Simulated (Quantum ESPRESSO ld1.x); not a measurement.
Ionisation ladder of rhodium, from Rh to Rh8+. Each ion is in the ground configuration listed by NIST, and IE = E(next ion) - E(this ion). Method: scalar-relativistic Kohn-Sham, PBE, spin-unpolarised, spherical densities, point nucleus; computed with ld1.x of Quantum ESPRESSO 7.5.

| species | configuration | E (hartree) | IE, Delta-SCF (eV) | <r> HOMO (bohr) | IE, NIST (eV) | kind | error (eV) |
|---|---|---|---|---|---|---|---|
| Rh | [Kr] 4d8 5s1 | -4784.117 | 7.461 | 3.31 | 7.459 | exp. | +0.002 |
| Rh+ | [Kr] 4d8 | -4783.843 | 19.511 | 1.55 | 18.080 | semi-emp. | +1.431 |
| Rh2+ | [Kr] 4d7 | -4783.126 | 32.505 | 1.44 | 31.060 | semi-emp. | +1.445 |
| Rh3+ | [Kr] 4d6 | -4781.931 | 46.946 | 1.37 | 42 | theory | +4.946 |
| Rh4+ | [Kr] 4d5 | -4780.206 | 62.601 | 1.31 | 63 | theory | -0.399 |
| Rh5+ | [Kr] 4d4 | -4777.906 | 79.314 | 1.26 | 80 | theory | -0.686 |
| Rh6+ | [Kr] 4d3 | -4774.991 | 96.979 | 1.21 | 97 | theory | -0.021 |
| Rh7+ | [Kr] 4d2 | -4771.427 | 115.52 | 1.17 | 115 | theory | +0.4 |
| Rh8+ | [Kr] 4d1 | -4767.182 | 134.87 | 1.14 | 135 | theory | -0.1 |

Reference values: NIST Atomic Spectra Database (exp. = measured, semi-emp. = semi-empirical, theory = theoretical value adopted there). The ionisation energy per charge of the ion left behind rises most, in proportion, at Rh+ ([Kr] 4d8), from 7.461 to 9.755 eV. Against the entries that are not theoretical the mean signed error is +4.2 % and the largest +7.9 %. Spin polarisation and multiplet splitting are left out, so open shells lie too high by an amount that depends on their filling.

Beside tabulated values, note that spin-unpolarised runs miss the spin-polarisation part of the exchange energy of open shells.
